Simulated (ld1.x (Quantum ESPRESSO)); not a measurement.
# Be: excitation energies, all-electron against TM

Be (Z = 4), norm-conserving Troullier–Martins (Kleinman–Bylander form), made with ld1.x (Quantum ESPRESSO) 7.5 (BLYP, scalar-relativistic). Core none, reference 1s2 2s2 2p0. Waves: 1s (bound): rc 0.40 bohr; 2p (bound, empty): rc 4.20 bohr. Local part: the p channel. Core correction: none.

Occupied shells without a wave of their own: 2s. They enter only through the test configuration that unscreens the potential.

Energies are relative to the spin-unpolarised reference configuration 1s2 2s2 2p0; without spin polarisation the order of configurations can differ from experiment.

**Question.** Give the all-electron excitation energy and the error of the potential for: 1s2 2s1 2p0; 1s2 2s0 2p0; 1s2 2s1.5 2p0; 1s2 2s1 2p1; 1s2 2s0 2p2; 1s2 2s0 2p1; 1s1 2s2 2p0.

**Answer.**

```tsv
valence configuration	charge	ΔE all-electron (eV)	error AE − PS (meV)
1s2 2s1 2p0	+1	9.439	-950
1s2 2s0 2p0	+2	27.530	-1966
1s2 2s1.5 2p0	+0.5	3.695	-434
1s2 2s1 2p1	0	3.569	-791
1s2 2s0 2p2	0	7.183	-1639
1s2 2s0 2p1	+1	13.307	-1988
1s1 2s2 2p0	+1	128.754	-1483
```

Levels in the configuration 1s1 2s2 2p0:

```tsv
level	all-electron (eV)	pseudo (eV)
1s	-151.882	-154.629
2s	-17.910	-18.773
```

The 2s level has no wave, so the channel is fitted at the deeper level alone: the likely source of the large errors.

The potential misses its own reference levels by up to 0.8 eV.
